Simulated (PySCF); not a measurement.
FH7Si3, SMILES F[SiH]([SiH3])[SiH3]. Atoms are numbered in the order given.

```xyz
11

Si    -0.4300     0.5157     0.0000
F      0.4211     1.9163     0.0000
Si     0.1017    -0.6960    -1.9376
Si     0.1017    -0.6960     1.9376
H     -1.8845     0.8666     0.0000
H     -0.2080     0.0877    -3.1716
H     -0.7102    -1.9532    -1.9357
H      1.5520    -1.0571    -1.9318
H     -0.2080     0.0877     3.1716
H     -0.7102    -1.9532     1.9357
H      1.5520    -1.0571     1.9318
```

Coordinates come from a PBE0-D3(BJ)/def2-SVP optimisation. The structure was generated by enumeration, and PubChem lists no compound with its InChIKey, so it may never have been made.

Calculation: B3LYP/def2-TZVP in PySCF.

Symmetry labels are those of the subgroup Cs that the program uses (full group Cs).

### Question
List the valence orbital energies around the gap with their symmetry. (The exact figures need the calculation; the answer reports its results.)

### Answer

| orbital | symmetry | energy (eV) |
|---|---|---|
| HOMO−7 | A" | -11.98 |
| HOMO−6 | A' | -11.62 |
| HOMO−5 | A' | -10.02 |
| HOMO−4 | A' | -9.91 |
| HOMO−3 | A" | -9.78 |
| HOMO−2 | A" | -9.77 |
| HOMO−1 | A' | -8.68 |
| HOMO | A" | -7.75 |
| LUMO | A' | -1.19 |
| LUMO+1 | A' | -0.44 |
| LUMO+2 | A" | 0.09 |
| LUMO+3 | A' | 0.10 |
